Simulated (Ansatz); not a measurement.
## Two structures, one formula

The two ends of one reaction step of Si$_{2}$H$_{5}$O$_{2}$F$_{3}$, singlet (PBE0-D4/def2-TZVP).

A:

```
12
angstrom
Si 0.1749 1.7171 0.6878
O 0.3912 -1.1405 0.1911
Si -0.8127 -2.0081 -0.5359
F -1.2040 1.2930 0.0718
F 0.1258 3.2846 0.8753
F 0.3260 1.0940 2.1151
H 1.1635 -0.9116 -0.3306
O 1.4166 1.3714 -0.2890
H -1.9281 -2.0495 0.4352
H -0.3589 -3.3912 -0.8458
H -1.2538 -1.3691 -1.8044
H 1.9595 2.1098 -0.5705
```

B:

```xyz
12
angstrom
Si -0.7581 1.3692 0.3951
O -1.1606 -0.0776 -0.1077
Si -0.6676 -1.5872 -0.5661
F -2.0630 2.2245 0.5835
F 0.1450 2.1576 -0.6283
F -0.0255 1.3646 1.7907
H 2.2357 0.6021 -0.4541
O 1.8539 -0.0820 0.1021
H 0.0265 -2.2637 0.5521
H 0.1887 -1.5054 -1.7700
H -1.9111 -2.3264 -0.8943
H 2.1361 0.1244 0.9971
```

Program: Ansatz 0.2.0. Basis: def2-TZVPP. Cores are frozen in the correlated methods. B3LYP uses VWN-RPA correlation.

Task: Which structure is lower at CCSD(T), and by how much? (To be estimated.)

Result: The calculation gives: B, by 31.6 kJ/mol (electronic energy, against the other). By their contacts, A is a complex of SiHOF₃ ([OH][Si]([F])([F])[F]) + SiH₄O ([OH][SiH3]) and B is a complex of Si₂H₃OF₃ ([F][Si]([F])([F])[O][SiH3]) + H₂O.

All methods give the same order:

| method | E(B) − E(A) (kJ/mol) |
| --- | --- |
| SPW92 | -26.6 |
| PBE-D4 | -26.8 |
| BLYP-D4 | -29.7 |
| r2SCAN-D4 | -29.0 |
| B97M-V | -30.1 |
| PBE0-D4 | -29.8 |
| B3LYP-D4 | -31.8 |
| r2SCAN0-D4 | -31.2 |
| BHLYP-D4 | -35.7 |
| CAM-B3LYP-D4 | -31.6 |
| wB97X-V | -30.9 |
| wB97M-V | -31.2 |
| B2PLYP | -29.7 |
| PBE-QIDH | -30.9 |
| RPA on PBE | -30.8 |
| HF | -34.8 |
| MP2 | -31.4 |
| CCSD | -32.5 |
| CCSD(T) | -31.6 |

T1 diagnostic: at most 0.012.

Labels in which every atom is bracketed show which atoms are joined, not bond orders.

For scale, one of the runs: CCSD(T)/def2-TZVPP, 309 basis functions, launched by `ansatz run in.yaml --threads 4 --pin off --events-out ev --progress --plain --max-ram 46080MiB --backend cuda --devices 0, --max-vram 37GiB`. Hardware: 4 CPU threads of an AMD EPYC 7R13 and a share of one NVIDIA H100, shared host. Wall time 7 s; peak host memory 0.87 GiB.
